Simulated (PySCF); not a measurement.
**Iron: a sound run and one with changed settings**

Sound run: Fe⁺ [Ar] 3d6 4s1, Fe²⁺ [Ar] 3d6. All numbers are calculated (PySCF 2.14, scalar relativity by spin-free X2C-1e, in aug-cc-pVDZ-DK (7s6p4d2f, 59 functions)). The sound run starts from symmetry-adapted Hartree-Fock orbitals and uses a fine grid where one is needed.

Changed run: radial step 0.3 in ln r (0.13 in the sound run). This setting is unsound on purpose.

| species | method | sound run (hartree) | changed run (hartree) | converged |
| --- | --- | --- | --- | --- |
| Fe⁺ | UHF | -1271.10852 | -1271.10852 | yes |
| Fe⁺ | MN15 | -1273.03497 | -1273.04878 | yes |
| Fe⁺ | PBE0 | -1272.11116 | -1272.11227 | yes |
| Fe²⁺ | UHF | -1270.54505 | -1270.54505 | yes |
| Fe²⁺ | MN15 | -1272.44753 | -1272.46144 | yes |
| Fe²⁺ | PBE0 | -1271.50540 | -1271.50648 | yes |

Ionisation energy of Fe⁺:

```tsv
method	sound run (eV)	changed run (eV)
UHF	15.333	15.333
MN15	15.985	15.982
PBE0	16.484	16.484
```

A coarse radial grid mis-integrates the density and the exchange-correlation energy, with errors of either sign; Hartree-Fock needs no grid.

For comparison, NIST gives 16.199 eV between the lowest levels.
